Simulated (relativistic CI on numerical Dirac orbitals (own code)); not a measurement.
# Sensitivity of the levels of Al to α

These numbers are calculated, not measured: Dirac-Coulomb-Breit CI, separate exchange-only KLI orbitals for each configuration, valence Slater integrals scaled by 0.85, P86 correlation energy added to each configuration, derivatives by finite differences, QED left out (own radial code, finite nucleus).

Configuration list (outside the closed core [Ne]): 3s2 3p, 3s2 4s, 3s 3p2, 3s2 3d, 3s2 4p, 3s2 5s, 3s2 4d, 3s2 5p. Levels of other configurations are missing.

With x = (α/α₀)² − 1 an excitation energy changes as ω = ω₀ + qx; K = 2q/ω₀ is the relative enhancement. Terms are leading LS components, so labels can repeat.

Lowest level 3s2 3p 2P°_1/2.

```
         Level  ω₀ (cm⁻¹)  q (cm⁻¹)          K
3s2 3p 2P°_3/2      110.2     110.3          2
 3s 3p2 4P_1/2    22924.0     241.1      0.021
 3s 3p2 4P_3/2    22969.6     286.9      0.025
 3s 3p2 4P_5/2    23044.2     361.6     0.0314
 3s2 4s 2S_1/2    26116.6    -30.43   -0.00233
 3s2 3d 2D_3/2    32704.3     92.89    0.00568
 3s2 3d 2D_5/2    32706.2     94.59    0.00578
3s2 4p 2P°_1/2    33739.7    -12.35  -0.000732
3s2 4p 2P°_3/2    33754.7     2.698    0.00016
 3s2 5s 2S_1/2    38785.5    -15.58  -0.000803
 3s2 4d 2D_3/2    39904.8     67.12    0.00336
 3s2 4d 2D_5/2    39911.9     74.04    0.00371
3s2 5p 2P°_1/2    41480.4     -10.5  -0.000506
```

For a near-neutral ion this model can misplace configurations by up to about 10,000 cm⁻¹ (more where the count of f electrons changes) and terms by 10 to 25 % of their spread. Rates follow the energies as ν³ (E1, M1) or ν⁵ (E2), so they and the lifetimes can be off by large factors. The fine structure of a lone outer electron comes out too small, for d and f at times inverted, and misplaced configurations move strength between like terms.
